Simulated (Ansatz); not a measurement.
Ansatz (a quantum-chemistry and plane-wave program) input:

Ansatz 0.2 input:
```yaml
crystal:
  periodic: [false, false, false]
  atoms:
    - {symbol: Si, position_ang: [0.72530416, 0.08748289, -0.18759300]}
    - {symbol: Br, position_ang: [0.22405692, -0.50707698, 2.01421975]}
    - {symbol: Br, position_ang: [-0.34956603, -1.51940875, -1.38787423]}
    - {symbol: Br, position_ang: [-0.69777597, 1.92472580, -0.41587145]}
    - {symbol: N, position_ang: [2.26075422, 0.20598818, -0.65146319]}
    - {symbol: H, position_ang: [2.83544014, 0.89491984, -0.18004814]}
basis:
  gaussian:
    orbitals: def2-SVPD
total_charge: -1
magnetization: {spin_polarized: false}
correlation: {method: ccsd_t, electrons: outside_noble_gas}
output: {forces: true}
```

Q: Which total energy does the run end on?

A: -8061.06718 Eh (CCSD(T)/def2-SVPD). The basis has 175 functions.

It need not be the lowest isomer of its formula. Whether it binds its extra electron was not tested at this geometry.
